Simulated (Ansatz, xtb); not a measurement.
## Two isomers of C6H6BF

Structure I is `Bc1ccc(F)cc1`, a singlet and structure II is `Bc1ccccc1F`, a singlet. Both are isolated molecules in the gas phase, relaxed with r2SCAN-D4/def2-SVP; the shapes shown needn't be the lowest conformers.

I (Å):

```xyz
14

C    -1.5513   -0.3597    0.0113
C    -0.9574   -0.9180    1.1702
C     0.3695   -1.3394    1.1859
C     1.1206   -1.2001    0.0172
C     0.5892   -0.6574   -1.1542
C    -0.7401   -0.2434   -1.1444
B    -3.0178    0.1015    0.0081
F     2.3939   -1.6007    0.0201
H    -3.5041    0.5751   -0.9930
H    -3.6917   -0.0072    1.0066
H    -1.5611   -1.0197    2.0775
H     0.8375   -1.7713    2.0740
H     1.2237   -0.5723   -2.0399
H    -1.1733    0.1844   -2.0540
```

II (Å):

```yaml
atoms:
  - { symbol: C, position_ang: [-1.5648, -0.7219, 0.1493] }
  - { symbol: C, position_ang: [-0.6741, -0.5675, 1.2410] }
  - { symbol: C, position_ang: [0.7014, -0.4383, 1.0642] }
  - { symbol: C, position_ang: [1.2326, -0.4605, -0.2328] }
  - { symbol: C, position_ang: [0.3970, -0.6106, -1.3421] }
  - { symbol: C, position_ang: [-0.9741, -0.7373, -1.1316] }
  - { symbol: B, position_ang: [-3.0823, -0.8625, 0.3730] }
  - { symbol: F, position_ang: [-1.7515, -0.8794, -2.2083] }
  - { symbol: H, position_ang: [-3.5011, -0.8396, 1.5066] }
  - { symbol: H, position_ang: [-3.8500, -0.9931, -0.5462] }
  - { symbol: H, position_ang: [-1.0981, -0.5512, 2.2500] }
  - { symbol: H, position_ang: [1.3634, -0.3205, 1.9261] }
  - { symbol: H, position_ang: [2.3116, -0.3599, -0.3847] }
  - { symbol: H, position_ang: [0.7870, -0.6310, -2.3625] }
```

Quicker runs give these differences E(II) − E(I): GFN2-xTB −0.10 kcal/mol; HF/STO-3G −0.45 kcal/mol (at GFN2-xTB geometries); r2SCAN-D4/def2-SVP//GFN2-xTB −0.27 kcal/mol.

Estimate E(II) − E(I) at the level CCSD(T)/def2-SVP + ΔMP2/def2-TZVPP.

Too close to call at this level: CCSD(T)/def2-SVP + ΔMP2/def2-TZVPP gives E(II) − E(I) = +0.46 kcal/mol.

The same difference at several levels:

```tsv
level	geometry	E(II) − E(I) (kcal/mol)	departure from the last row (kcal/mol)	job, with rough time for the two
GFN2-xTB	GFN2-xTB	−0.10	−0.55	optimisation, 0.12 s
HF/STO-3G	GFN2-xTB	−0.45	−0.91	single point, 0.44 s
r2SCAN-D4/def2-SVP//GFN2-xTB	GFN2-xTB	−0.27	−0.73	single point, 3.4 s
r2SCAN-D4/def2-SVP	r2SCAN-D4/def2-SVP	−0.21	−0.66	optimisation, 20 s
HF/def2-SVP	r2SCAN-D4/def2-SVP	+0.14	−0.32	part of the CCSD(T) run
MP2/def2-SVP	r2SCAN-D4/def2-SVP	−0.15	−0.61	part of the CCSD(T) run
CCSD(T)/def2-SVP	r2SCAN-D4/def2-SVP	−0.18	−0.64	single point
CCSD(T)/def2-SVP + ΔMP2/def2-TZVPP	r2SCAN-D4/def2-SVP	+0.46		single point, 59 s
```

As drawn, both hold the same kinds of bond in the same numbers.

The largest departure from CCSD(T)/def2-SVP + ΔMP2/def2-TZVPP is that of HF/STO-3G, 0.91 kcal/mol. The last row adds to CCSD(T) the change of the MP2 difference between the two basis sets, here +0.64 kcal/mol.

With thermal terms from frequencies at re-optimised GFN2-xTB minima (ideal gas, soft modes damped towards free rotors, one conformer each, 298.15 K, 1 atm): on the last row, ΔE + ΔZPE = +0.46, ΔH = +0.49, ΔG = −0.03 kcal/mol.

The correlated steps freeze 8 core orbitals. Programs: Ansatz 0.2.0, xtb 6.7.1; the last row on 2 threads of Intel(R) Xeon(R) 6975P-C (Granite Rapids) on a shared host.
